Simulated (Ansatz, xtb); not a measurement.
**Ranking isomers of BFHOSi−**

5 gas-phase structures of BFHOSi−, found in a search over its isomers (lower ones may exist). Each was relaxed with GFN2-xTB:

A. a singlet given by its coordinates
B. a singlet given by its coordinates
C. the triplet with the links of `F[B@@H-]1O[Si]1`
D. `O=[Si]=[BH-]F`, a singlet
E. `F[B@@H-]1O[Si]1`, a singlet

B (Å):

```xyz
5

B    -2.2975    0.5073   -0.2900
F    -0.2436    2.0244   -1.6632
O    -3.3817    0.3703    0.2526
Si   -1.0560    0.4925   -1.7148
H     0.1617   -0.3334   -1.3637
```

Close contacts (Å): B1–O3 1.22, B1–Si4 1.89, F2–Si4 1.73, Si4–H5 1.51.

A (Å):

```xyz
5

B     0.3080    0.4676    0.0406
F    -1.9027   -1.2882    1.2998
O     0.9146    1.4986    0.4836
Si   -1.6381    0.2614    0.4556
H     0.8751   -0.3636   -0.7722
```

Close contacts (Å): B1–O3 1.28, B1–Si4 2.00, F2–Si4 1.78, B1–H5 1.29.

Make a reasoned guess at their ranking by r2SCAN-D4/def2-SVPD single-point energy.

Calculated order at r2SCAN-D4/def2-SVPD: B (0.000), E (0.882), C (1.097), A (1.552), D (2.123) eV.

Energies above the lowest of each column, in eV (a dash: not run or not comparable):

```json
{"structure": "B", "GFN2-xTB": "0.000", "HF/STO-3G": "0.000", "r2SCAN-D4/def2-SVPD": "0.000"}
{"structure": "E", "GFN2-xTB": "0.741", "HF/STO-3G": "0.235", "r2SCAN-D4/def2-SVPD": "0.882"}
{"structure": "C", "GFN2-xTB": "–", "HF/STO-3G": "0.702", "r2SCAN-D4/def2-SVPD": "1.097"}
{"structure": "A", "GFN2-xTB": "0.737", "HF/STO-3G": "2.078", "r2SCAN-D4/def2-SVPD": "1.552"}
{"structure": "D", "GFN2-xTB": "0.254", "HF/STO-3G": "3.856", "r2SCAN-D4/def2-SVPD": "2.123"}
```

Every level run on B puts it lowest or level with the lowest. Some further structures that were screened fall inside this span and aren't listed. Frequencies (PBE-D3(BJ)/def2-SVPD) were run for B alone. GFN2-xTB has no spin polarisation and isn't compared across spin states. Open shells are spin-unrestricted.

Over these structures GFN2-xTB departs from r2SCAN-D4/def2-SVPD by 0.636 eV on average once a common shift is removed. A GFN2-xTB relaxation took about 0.067 s and the r2SCAN-D4/def2-SVPD energy about 1.3 s on a shared host (Ansatz 0.2.0, xtb 6.7.1).
